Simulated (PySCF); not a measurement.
[Ce(H2O)8]3+ at several levels of theory

Computed with PySCF 2.14.0 (density fitting, no spin-orbit coupling) at the geometry relaxed with PBE:

```xyz
25
[Ce(H2O)8]3+ (singlet in the valence; each metal's 4f electrons, 1 of them, lie in its core potential, out of spins and levels)
Ce    0.0000    0.0000    0.0005
O     2.1370    0.0002    1.4006
H     2.3300    0.5782    2.1711
H     2.9524   -0.5356    1.2876
O    -0.0002    2.1370    1.4006
H    -0.5782    2.3300    2.1711
H     0.5356    2.9524    1.2876
O    -2.1370   -0.0002    1.4006
H    -2.3300   -0.5782    2.1711
H    -2.9524    0.5356    1.2876
O     0.0002   -2.1370    1.4006
H     0.5782   -2.3300    2.1711
H    -0.5356   -2.9524    1.2876
O     1.5091    1.5115   -1.4008
H     2.4643    1.7102   -1.2875
H     1.2363    2.0566   -2.1711
O    -1.5115    1.5091   -1.4008
H    -1.7102    2.4643   -1.2875
H    -2.0566    1.2363   -2.1711
O    -1.5091   -1.5115   -1.4008
H    -2.4643   -1.7102   -1.2875
H    -1.2363   -2.0566   -2.1711
O     1.5115   -1.5091   -1.4008
H     1.7102   -2.4643   -1.2875
H     2.0566   -1.2363   -2.1711
```

| level | basis | state | HOMO (eV) | gap (eV) | charge on Ce1 (e) | population of f-type functions on Ce1 (polarisation alone where 4f lies in the core) | dipole about the centre of mass (D) | largest force component (eV/Å) |
| --- | --- | --- | --- | --- | --- | --- | --- | --- |
| PBE | Ce lcecp-1-SVP with ECP47, O def2-SVP, H def2-SVP | singlet | -19.00 | 6.56 | 0.81 | 0.06 | 0.01 | 0.01 |
| revPBE | the same | singlet | -18.96 | 6.62 | 0.90 | 0.06 | 0.01 | 0.13 |
| BP86 | the same | singlet | -19.11 | 6.57 | 0.84 | 0.06 | 0.01 | 0.06 |
| TPSSh | the same | singlet | -19.88 | 7.99 | 1.06 | 0.06 | 0.00 | 0.24 |
| M06-L | the same | singlet | -19.50 | 7.34 | 1.29 | 0.05 | 0.01 | 0.49 |
| PBE | Ce lcecp-1-TZVP with ECP47, O def2-TZVP, H def2-TZVP | singlet | -19.18 | 6.60 | 1.76 | 0.09 | 0.01 | 0.28 |

In the lcecp rows the 4f levels are missing from HOMO and gap, and the state counts the valence alone.

HOMO and gap are taken over both spins. Charges are Mulliken's, which hang on the basis. The relaxation used the grid (50, 194), these runs (75, 302) or, all-electron (x2c bases, spin-free X2C Hamiltonian), (99, 590).

**Question.** What does PBE0 with Ce def2-SVP with ECP28, O def2-SVP, H def2-SVP give here?

**Answer.** state doublet, HOMO (eV) -18.38, gap (eV) 5.39, charge on Ce1 (e) 1.45, population of f-type functions on Ce1 (polarisation alone where 4f lies in the core) 1.15, dipole about the centre of mass (D) 0.01, largest force component (eV/Å) 0.51. Time: 2.7 min on 4 threads of Arm Neoverse V2, on a shared host, from free ions and atoms.

In the first row's basis the gap widens with exact exchange: 6.6 to 7.3 eV for PBE, BP86, revPBE, M06-L (none); 8.0 eV for TPSSh (a fixed share).

An lcecp potential fixes the number of 4f electrons, so in runs with it no electron can move into or out of that shell.

Rows with open f shells in the valence may stand above their lowest state, and their gaps can end on f levels.
